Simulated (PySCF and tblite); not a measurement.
Results of a calculation; reference values are marked as such.
C₈H₇N, numbered as in [CH:1]#[C:2]/[C:3]([C:4]#[N:5])=[CH:6]\[CH:7]=[CH:8]\[CH3:9].

Free energies: PBE0-D3(BJ)/def2-SVP (IEF-PCM, methanol) on GFN2-xTB structures plus GFN2-xTB thermal terms, symmetry and mirror images included. Conformers within 2.5 kcal/mol (GFN2-xTB free energy) were kept, 3 at most. Run with PySCF (density fitting) and tblite.

Torsions listed: C3–C6–C7–C8.

| conformer | shape | symmetry | dipole D |
| --- | --- | --- | --- |
| 1 | 180° | Cs | 7.54 |
| 2 | 0° | Cs | 7.27 |

Q: Which of these conformers is the most populated at 298.15 K, and with what share?

A: Conformer 1, about 100 %.

Q: Give the DFT energies and free energies relative to the lowest, and all weights.

A: 
```csv
conformer,shape,E(DFT) kcal/mol,G(298.15 K) kcal/mol,weight %
1,180°,0.00,0.00,99.9
2,0°,4.08,4.09,0.1
```

Q: How does its share change from 250 K to 350 K?

A: From 100 % to 100 %; the mixing entropy goes from 0.01 to 0.04 cal/(mol K).
